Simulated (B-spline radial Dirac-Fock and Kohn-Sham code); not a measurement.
Z = 43 (technetium), transition energy 905 keV. Level of theory: a Dirac-Hartree-Slater potential of the neutral atom with a Latter tail (no hole, which puts coefficients of high multipoles low close above an edge), finite nucleus with surface currents; a radial atomic solver. Subshells that would emit electrons below 1 keV are left out.

Task: A pure transition shows α(K) = 0.000962, L1/L2 = 47.1 and L1/L3 = 104. What is its multipolarity?
A. E4
B. M1
C. E2
D. M3
E. E1
F. M4
G. E3
H. M2

Result: B. For comparison, α(K), L1/L2, L1/L3 are E1 0.000381, 63.8, 36.7; E2 0.000919, 24.9, 30.3; E3 0.00198, 11.2, 22.5; E4 0.00408, 6.15, 16.1; M2 0.00238, 28.9, 98.6; M3 0.00517, 19.4, 49.3; M4 0.0108, 14.0, 24.3.

Run: 2.9 s of CPU time on 1 thread of Intel(R) Xeon(R) Platinum 8488C (shared host), peak memory 0.47 GiB.

Values without a named source are computed, but for edge energies of neutral atoms, which are taken from tables.
